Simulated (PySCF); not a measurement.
**Barium: a sound run and one with changed settings**

Sound run: Ba⁺ [Xe] 6s1, Ba²⁺ [Xe]. Computed with PySCF 2.14 in def2-TZVP with the def2 core potential (46 electrons) (6s4p3d1f, 40 functions), with scalar relativity through the core potential. The sound run starts from symmetry-adapted Hartree-Fock orbitals and uses a fine grid where one is needed.

Changed run: initial guess 1e, at most 50 SCF cycles.

```tsv
species	method	sound run (hartree)	changed run (hartree)	converged
Ba⁺	UHF	-24.93825	-24.90814	yes
Ba⁺	M06-L	-25.25253	-25.25253	yes
Ba⁺	TPSS	-25.27238	-25.27238	yes
Ba²⁺	UHF	-24.59482	-24.59482	yes
Ba²⁺	M06-L	-24.91235	-24.91235	yes
Ba²⁺	TPSS	-24.91255	-24.91255	yes
```

Ionisation energy of Ba⁺:

```csv
method,sound run (eV),changed run (eV)
M06-L,9.257,9.257
TPSS,9.792,9.792
```

The plain start fixes occupations by D2h representation alone, and Ba⁺ at UHF landed in another state (other ⟨L²⟩ or ⟨S²⟩). 

For comparison, NIST gives 10.004 eV between the lowest levels.
